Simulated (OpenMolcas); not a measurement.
# Ir: effect of the level shift or regulariser

```
Program             : OpenMolcas 26.06
Basis               : ANO-RCC-VQZP [9s8p6d4f2g1h]
Scalar Hamiltonian  : DKH2, point nucleus
Active space        : 7 electrons in 5 orbitals (5d)
State averaging     : 2S+1 = 4 even, 10 roots; 2S+1 = 2 even, 40 roots
Spin-orbit coupling : RASSI with atomic mean-field integrals over the reference wave functions, term energies averaged over their components
```

Methods on the same reference wave functions:
A. CASSCF
B. MS-CASPT2, IPEA 0.25 Eh, imaginary shift 0.1 Eh (closed shells correlated: 5s 5p 6s)
C. MS-CASPT2, IPEA 0.25 Eh, imaginary shift 0.3 Eh (closed shells correlated: 5s 5p 6s)

Energies in eV above 5d7 6s2 4F 9/2, the measured ground level; measured values from NIST Handbook of Basic Atomic Spectroscopic Data.

```
                   Level       A       B       C  Measured
          5d7 6s2 4F 9/2  0.0000  0.0000  0.0000    0.0000
          5d7 6s2 4F 7/2  0.8819   0.911   0.908    0.8811
   5d7 6s2 4F 5/2 [60 %]  1.1793   1.060   1.082    1.2247
          5d7 6s2 4P 5/2  2.0399   1.706   1.706    1.6058
   5d7 6s2 2G 9/2 [60 %]  2.0847   1.835   1.852    1.7283
   5d7 6s2 4P 1/2 [58 %]  2.4439   1.960   2.035          
         5d7 6s2 2H 11/2  2.7916   2.481   2.484          
          5d7 6s2 2G 7/2  2.8185   2.482   2.519    2.2044
5d7 6s2 2D 5/2(1) [70 %]  3.2682   2.860   2.905          
   5d7 6s2 2P 1/2 [58 %]  3.7149   3.139   3.265          
   5d7 6s2 2H 9/2 [73 %]  3.7376   3.438   3.448          
          5d7 6s2 2F 5/2  4.2063   3.299   3.400    3.2737
          5d7 6s2 2F 7/2  4.7520   3.913   4.009          
       5d7 6s2 2D 3/2(2)  6.5390   5.407   5.556          
       5d7 6s2 2D 5/2(2)  6.9523   5.760   5.884
```

Deviations, from unrounded energies. A percentage is the sum of absolute deviations over the sum of measured energies, with the sign that they share, or ± where signs differ.

```
                        Against measurement  Levels      A     B     C
             mean absolute deviation (cm-1)       6   3200   950  1100
      fine structure of the ground term (%)       2   ±2.2  ±9.3  ±8.1
other terms of the ground configuration (%)       4  +26.5  +5.8  +7.5
```

B lies closest to measurement on these levels and A furthest from it. The largest miss of B in the table is 5d7 6s2 2G 7/2, by +2200 cm-1. The ranking rests on the paired levels alone, and a cruder setting can come out closer through cancelling errors.

Between B and C the level of the table that moves most is 5d7 6s2 2D 3/2(2), by 1200 cm-1 (lowest in B, highest in C). Moves below CASPT2's spread within the term are not significant.

The mean deviations of B to C differ by less than CASPT2's widest spread within a term (920 cm-1), so their order carries little weight.

From A to B the spin-free energies of the other terms of 5d7 6s2 shown, above 4F, scale by factors of 0.64 to 0.83.

The lowest spin-free term lies below A's lowest term by 0.572 hartree in B, 0.571 hartree in C.

CASPT2 does not keep the components of a term degenerate, so their means are used; among the terms shown or strongly mixed into the levels shown the widest spread is 920 cm-1 (5d7 6s2 4F, B). Some levels mix across a computed gap that differs much from the measured one, so their mixing is not that of the real levels. With the s shell closed, the reference lacks s² → p², s² → d² and s → d mixing, so excited terms can stand far too high and out of order, with CASPT2 too. Without dynamic correlation excited terms often stand tens of per cent too high (terms of higher spin than the ground term too low), and those without a measured partner can miss by more than the paired ones (holds for A). The CASPT2 spread within a term exceeds the gap to the next term for 5d7 6s2 2H and 5d7 6s2 2D(1), so the order of their levels is uncertain (holds for B). Computed and measured levels are paired by configuration, term and J; levels that our copy of the source lacks, or whose pairing is in doubt (as where it misses far off the trend of its configuration), stay unpaired and out of the deviations. Only configurations of the active space appear. The table leaves out levels that lie high or whose names do not pair safely across all columns.

A share in square brackets marks a mixed level and gives the weight of the term that names it, the lowest over the columns. A number in round brackets counts repeated terms of one configuration in the order of the reference energies.
